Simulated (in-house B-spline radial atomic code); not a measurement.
Computed with a B-spline radial atomic code. Model: two electrons, singlet ground state, non-relativistic, full CI in B-splines with partial waves to l = 8 (at full coupling up to 3e-4 hartree above the limit, correlation up to 0.6 % small), density held at that of full coupling by Lieb maximisation.

Along the adiabatic connection the electron repulsion is scaled by a coupling λ while a local potential keeps the density fixed. At λ = 0 the system is the Kohn-Sham one and W equals the exchange energy; the exchange-correlation energy is the area under W between 0 and 1. The kinetic energy rises with λ as the electrons avoid each other, with dT/dλ = −λ dW/dλ.

Command:
```bash
python run_ac.py task.json out
```
Settings (lengths in bohr, energies in hartree):
```
potential              gauss
strength               4.57
lmax                   8
second                 2.64
```

Cost of the run: 20 s on 1 thread of Intel(R) Xeon(R) Processor @ 2.30GHz (shared host).

**W = mean repulsion less Hartree energy, and W of three functionals.**

Given: confinement Gaussian well; well depth 4.57 hartree; well width 2.64 bohr; external potential -V exp(-r^2/w^2).

Computed: LDA exchange minus exact 105.84 millihartree; SCAN exchange minus exact 3.0368 millihartree.

```tsv
coupling	W xc (hartree)	W xc minus exchange (millihartree)	kinetic minus Kohn-Sham (millihartree)	LDA (PW92) W minus its exchange (millihartree)	PBE W minus its exchange (millihartree)	SCAN W minus its exchange (millihartree)
0	-0.72603	0	0	0	0	0
0.02	-0.72798	-1.95	0.02	-11.19	-3.13	-1.88
0.05	-0.73085	-4.829	0.12	-22.62	-7.6	-4.62
0.12	-0.73736	-11.334	0.67	-42.59	-17.19	-10.74
0.25	-0.7487	-22.675	2.76	-69.8	-32.85	-21.3
0.4	-0.7607	-34.67	6.64	-93.79	-48.46	-32.42
0.6	-0.77509	-49.061	13.81	-119.17	-66.42	-45.81
0.8	?	?	?	?	?	?
1	-0.79933	-73.305	33.02	-157.42	-95.65	-68.74
1.4	-0.81887	-92.841	56.33	-186.08	-118.89	-87.75
2	-0.84186	-115.83	95.1	-218.73	-146.46	-110.93
3	?	?	?	?	?	?
4.5	-0.89594	-169.92	261.25	-296.27	-215.27	-169.47
7	-0.92246	-196.44	410.62	-336.98	-252.68	-199.48
10	-0.94129	-215.26	568.34	-367.72	-281.32	-220.22
```

Q: What belongs in the row 0.8?

A: W xc (hartree): -0.78789; W xc minus exchange (millihartree): -61.863; kinetic minus Kohn-Sham (millihartree): 22.75; LDA (PW92) W minus its exchange (millihartree): -139.88; PBE W minus its exchange (millihartree): -81.96; SCAN W minus its exchange (millihartree): -57.84.

Q: What belongs in the row 3?

A: W xc (hartree): -0.86924; W xc minus exchange (millihartree): -143.21; kinetic minus Kohn-Sham (millihartree): 162.65; LDA (PW92) W minus its exchange (millihartree): -257.44; PBE W minus its exchange (millihartree): -180.33; SCAN W minus its exchange (millihartree): -139.88.

Q: What is the PBE exchange minus exact?

A: 30.54 millihartree.

**Energy parts, natural occupations and partial-wave weights.**

Computed: total energy -5.2666 hartree; exchange energy -0.72603 hartree; kinetic part of the DFT correlation energy 0.033024 hartree; kinetic part over minus potential part 0.45051; Hartree energy 1.4521 hartree; Kohn-Sham kinetic 1.2316 hartree; Lieb Oxford ratio E_xc over LDA exchange 1.2356.

```json
{"natural": "s", "occupation of the shell (electrons)": "1.9717"}
{"natural": "p", "occupation of the shell (electrons)": "0.025324"}
{"natural": "s", "occupation of the shell (electrons)": "0.0017683"}
{"natural": "d", "occupation of the shell (electrons)": "0.00079032"}
{"natural": "p", "occupation of the shell (electrons)": "?"}
{"natural": "f", "occupation of the shell (electrons)": "9.5079e-05"}
```

Q: What belongs in the row p?

A: occupation of the shell (electrons): 0.00019696.

| wave | weight |
| --- | --- |
| s | 0.98675 |
| p | ? |
| d | 0.0004146 |
| f | 5.2791e-05 |
| g | 1.1677e-05 |

Q: What belongs in the row p?

A: weight: 0.012767.

Q: What is the correlation energy?

A: -0.04028 hartree.

Q: What is the initial slope twice GL2?

A: -0.098135 hartree.

Half-way to full coupling W has made 57 % of its drop, against 50 % for a straight line, and second-order (GL2) theory, half the initial slope, overshoots the correlation energy by about 22 %: a moderate bend, as in light atoms. Over couplings 0 to 1 the errors in E_xc come to about +47 millihartree for LDA, +16 millihartree for PBE, +5.6 millihartree for SCAN, so SCAN is nearest. In LDA and PBE the errors of exchange and correlation have opposite signs, so the sum is smaller than the larger of the two.
